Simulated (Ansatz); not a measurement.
Zn(Me)(OH) (CH₄OZn), SMILES [CH3][Zn][OH].

Geometry: PBE0-D3(BJ)/def2-TZVP. The isomer is the one that the SMILES or the coordinates give; other isomers of the formula were not compared. The values are those of a single conformer.

Two levels are set side by side: PBE/def2-SVPD (Ansatz, a program for electronic structure) and PBE0/def2-SVPD (Ansatz). Energy differences of separate SCF runs at the same geometry; the states with an electron removed or added have multiplicity 2 and 2. Differences are taken from unrounded values.

| quantity | PBE0 | PBE | PBE minus PBE0 |
|---|---|---|---|
| vertical ionisation energy (eV) | 10.37 | 10.15 | -0.22 |
| vertical singlet–triplet gap (eV) | 5.83 | 5.50 | -0.33 |
